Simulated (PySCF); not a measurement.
# Computed properties of B(Me)2(NH2) (C2H8BN), SMILES CB(C)N

B(Me)2(NH2) (C₂H₈BN), SMILES CB(C)N. Geometry optimised at TPSSh-D3(BJ)/def2-SVP. Other conformers were not sampled. All values are computed for the isolated molecule unless a solvent is named; none is compared with measurement here.

**Structure.** The optimised structure has C2v symmetry. All 30 harmonic modes at TPSSh-D3(BJ)/def2-SVP (PySCF) are real, so it is a minimum. With heavy atoms numbered as in [B:1]([CH3:2])([CH3:6])[NH2:10], the shortest bond between them is B1–N10 at 1.405 Å and the longest B1–C6 at 1.589 Å.

**Vibrations.** The strongest infrared lines (harmonic, unscaled, degenerate partners summed) lie at 557 cm⁻¹ (157 km/mol, H 76 %, N 22 %), 1614 cm⁻¹ (122 km/mol, H 74 %, N 19 %), 1374 cm⁻¹ (117 km/mol, H 43 %, B 38 %, C 12 %). The softest mode is at 81 cm⁻¹ and the zero-point energy is 65.4 kcal/mol.

**Electronic structure.** M06-2X/def2-TZVP (PySCF) places the frontier levels at -9.49 and 1.32 eV, a gap of 10.81 eV, and gives a dipole moment of 1.25 D and a mean polarisability of 47.5 bohr³. PBE/def2-TZVP (PySCF) at the same geometry gives -6.68 and 0.06 eV, so its gap is 4.07 eV narrower. An orbital gap is neither the optical nor the fundamental gap.

**Excitations.** TDDFT-B3LYP/def2-SVPD (PySCF) has S1 at 6.89 eV (180 nm, f = 0.022, weak); the most intense of the 10 singlets computed lies at 8.25 eV (f = 0.19). T1 (TDA) is at 6.52 eV. TDDFT-PBE/def2-SVPD (PySCF) puts S1 at 6.49 eV. No vertical singlet excitation falls in the visible range (under 3.1 eV).

**NMR.** GIAO shifts at B3LYP/pcSseg-1 (PySCF) (non-relativistic, atoms alike by connectivity averaged): ¹³C at 8.2 ppm against TMS; ¹H from 0.6 to 3.8 ppm against TMS; ¹¹B at 34.6 ppm against BF3.
